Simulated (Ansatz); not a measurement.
CH₆O₃Zr, SMILES `[CH3][Zr]([OH])([OH])[OH]` from Hartree–Fock to CCSD(T)

| atom | x (Å) | y (Å) | z (Å) |
| --- | --- | --- | --- |
| C1 | 1.1639 | -0.0077 | -1.2594 |
| Zr2 | -0.3518 | 0.0023 | 0.3807 |
| O3 | 0.6606 | 0.0399 | 2.0175 |
| O4 | -1.3648 | -1.6191 | 0.1555 |
| O5 | -1.4000 | 1.5929 | 0.1036 |
| H6 | 1.8182 | -0.8837 | -1.1881 |
| H7 | 0.6820 | -0.0303 | -2.2433 |
| H8 | 1.7970 | 0.8858 | -1.2184 |
| H9 | 0.9716 | 0.1758 | 2.9067 |
| H10 | -1.8880 | -2.4044 | 0.2799 |
| H11 | -2.0889 | 2.2485 | 0.0654 |

Charge 0, multiplicity 1. Correlated methods include outer-core shells of Zr, which these sets cover unevenly. Zr: def2 effective core potential. The geometry is a stationary point of PBE0-D4/def2-TZVP. It is one conformer, not always the lowest. Frozen core, restricted reference, Ansatz 0.2.0.

| basis | HF (Eh) | MP2 corr. | CCSD corr. | (T) | CCSD(T) total |
| --- | --- | --- | --- | --- | --- |
| def2-SVP | -312.46856 | ? | ? | -0.02826 | ? |
| def2-TZVPP | ? | -1.26432 | -1.27681 | -0.05089 | ? |
| def2-QZVPP | ? | -1.38757 | – | – | – |

(1) Fill in the withheld values. (Best estimate.)

Results:

(1) The calculation gave: def2-SVP MP2 corr.: -0.96617; def2-SVP CCSD corr.: -0.99166; def2-SVP CCSD(T) total: -313.48848; def2-TZVPP HF (Eh): -312.81060; def2-TZVPP CCSD(T) total: -314.13830; def2-QZVPP HF (Eh): -312.82785.
